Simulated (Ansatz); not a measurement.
```yaml
crystal:
  periodic: [true, true, true]
  atoms:
    - {symbol: C, position_ang: [-0.055430, -1.612501, 1.429511]}
    - {symbol: C, position_ang: [-0.050277, -0.654849, 0.498621]}
    - {symbol: Ti, position_ang: [-0.114556, 0.798625, -0.781591]}
    - {symbol: F, position_ang: [-1.200790, 0.449206, -1.984056]}
    - {symbol: F, position_ang: [1.694874, 1.011538, -1.643914]}
    - {symbol: F, position_ang: [-0.433909, 2.264263, 0.161936]}
    - {symbol: H, position_ang: [0.015396, -2.352000, 2.314690]}
basis:
  gaussian: {orbitals: pcseg-2, final_grid: {core_spheres: 8, valence_spheres: 7, degree: 23}}
magnetization: {spin_polarized: true, initial_magnetization: 2}
hamiltonian: {xc: {name: r2SCAN50}, dispersion: d3bjatm}
```

```sh
$ ansatz run in.yaml --threads 4 --pin off --events-out ev --progress --plain --max-ram 10444MiB
```

(1) How does Ansatz answer? (Estimate.)

Answers

(1) The calculation gave: The input was rejected before any iteration.
```
Error: YAML parse error: error: line 2 column 3: crystal: missing field `lattice` (a structure is typed as `lattice` and `atoms`, a molecule's as `atoms` in Å alone, or read from a run's directory, `checkpoint`)
 --> <input>:2:3
1 | crystal:
2 |   periodic: [true, true, true]
3 |   atoms:
4 |     - {symbol: C, position_ang: [-0.055430, -1.612501, 1.429511]}
```
